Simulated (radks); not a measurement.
The nuclear charge of the cerium ion Ce+ is varied continuously with 57 electrons held in [Xe] 4f1 5d2. Calculated with a radial shooting solver on a logarithmic mesh with Libxc functionals: Dirac Kohn-Sham, PBE, spin-unpolarised, spherical densities, finite nucleus; open shells are shared between the two j in proportion to 2j + 1; Fermi nuclear charge, rms radius 4.8771 fm. By the Hellmann-Feynman theorem dE/dZ = E(electron-nucleus)/Z, the electronic potential at the nucleus (averaged over a nucleus of fixed radius).

Z     E (hartree)  E(electron-nucleus)/Z (hartree)   HOMO  e(HOMO) (eV)  <r> HOMO (bohr)
57.3   -8606.2933                         -365.701  4f7/2        -0.516            1.536
57.4   -8642.9095                         -366.623  4f7/2        -1.474            1.373
57.5   -8679.6178                         -367.542  4f7/2        -2.565            1.298
57.6   -8716.4178                         -368.458  4f7/2        -3.744            1.246
57.7   -8753.3094                         -369.374  5d5/2        -4.874            3.111
57.8   -8790.2926                         -370.289  5d5/2        -5.592            3.023
57.9   -8827.3673                         -371.204  5d5/2        -6.343            2.943
58     -8864.5333                         -372.118  5d5/2        -7.125            2.870
58.1   -8901.7908                         -373.032  5d5/2        -7.935            2.804
58.2   -8939.1397                         -373.946  5d5/2        -8.773            2.743
58.3   -8976.5799                         -374.859  5d5/2        -9.636            2.686
58.4   -9014.1115                         -375.773  5d5/2       -10.524            2.634
58.5   -9051.7345                         -376.687  5d5/2       -11.436            2.585
58.6   -9089.4490                         -377.601  5d5/2       -12.370            2.540
58.7   -9127.2548                         -378.515  5d5/2       -13.326            2.497
58.8   -9165.1520                         -379.430  5d5/2       -14.304            2.457
58.9   -9203.1408                         -380.344  5d5/2       -15.302            2.418
59     -9241.2210                         -381.259  5d5/2       -16.321            2.382

The central difference of E at Z = 58 is -372.118 hartree, to compare with the third column; the second derivative is -9.14 hartree. No converged solution with all levels bound was reached at Z = 57, 57.1, 57.2.
